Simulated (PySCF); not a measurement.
Two-photon absorption: `NC=C=Cc1ncncn1`, C6H6N4

Molfile (atoms numbered from 1):
```
C6H6N4
     RDKit          3D

 16 16  0  0  0  0  0  0  0  0999 V2000
   -3.7446    0.5227   -0.1722 N   0  0  0  0  0  0  0  0  0  0  0  0
   -2.7802   -0.1976    0.5157 C   0  0  0  0  0  0  0  0  0  0  0  0
   -1.5954   -0.5731    0.0875 C   0  0  0  0  0  0  0  0  0  0  0  0
   -0.4053   -0.9645   -0.3217 C   0  0  0  0  0  0  0  0  0  0  0  0
    0.8318   -0.2127   -0.0784 C   0  0  0  0  0  0  0  0  0  0  0  0
    1.9657   -0.7493   -0.5499 N   0  0  0  0  0  0  0  0  0  0  0  0
    3.0651   -0.0474   -0.3118 C   0  0  0  0  0  0  0  0  0  0  0  0
    3.1247    1.1106    0.3380 N   0  0  0  0  0  0  0  0  0  0  0  0
    1.9413    1.5531    0.7614 C   0  0  0  0  0  0  0  0  0  0  0  0
    0.7774    0.9497    0.5875 N   0  0  0  0  0  0  0  0  0  0  0  0
   -4.3191    1.1150    0.4155 H   0  0  0  0  0  0  0  0  0  0  0  0
   -3.4056    1.0182   -0.9890 H   0  0  0  0  0  0  0  0  0  0  0  0
   -3.0834   -0.5355    1.5154 H   0  0  0  0  0  0  0  0  0  0  0  0
   -0.2613   -1.8968   -0.8817 H   0  0  0  0  0  0  0  0  0  0  0  0
    4.0107   -0.4606   -0.6858 H   0  0  0  0  0  0  0  0  0  0  0  0
    1.9328    2.5072    1.3041 H   0  0  0  0  0  0  0  0  0  0  0  0
  1  2  1  0
  2  3  2  0
  3  4  2  0
  4  5  1  0
  5  6  2  0
  6  7  1  0
  7  8  2  0
  8  9  1  0
  9 10  2  0
 10  5  1  0
  1 11  1  0
  1 12  1  0
  2 13  1  0
  4 14  1  0
  7 15  1  0
  9 16  1  0
M  END
```

Method: PySCF, TDDFT CAM-B3LYP/aug-cc-pVDZ excited states, vertical, gas phase. Geometry: PBE0-D3(BJ)/def2-SVP.

(1) How strongly do the lowest singlets absorb one photon, and two photons of half the energy?

## Answers

(1) δ for parallel linear polarisation; σ at the peak of a Lorentzian of half width 0.1 eV, single beam; Ω is circular over linear.
```csv
state,E (eV),f,photon λ (nm),δ (au),σ (GM),Ω,main
S1,3.49,0.001,710,10.2,0.05,0.43,HOMO→LUMO 0.90
S2,4.47,0.001,555,0.36,0.00,1.39,HOMO−2→LUMO 0.92
S3,4.77,0.006,520,3.09,0.03,1.44,HOMO−3→LUMO 0.78
S4,4.79,0.003,517,2.38,0.02,1.50,HOMO−2→LUMO+1 0.85
S5,4.95,0.002,501,1.43,0.01,1.48,HOMO−3→LUMO+1 0.89
S6,5.27,0.006,471,52.6,0.54,1.47,HOMO→LUMO+2 0.86
```

Among these, the strongest one-photon state is S6, the strongest two-photon state S6, with a dipole change of 6.9 D (relaxed, norm of the difference vector).
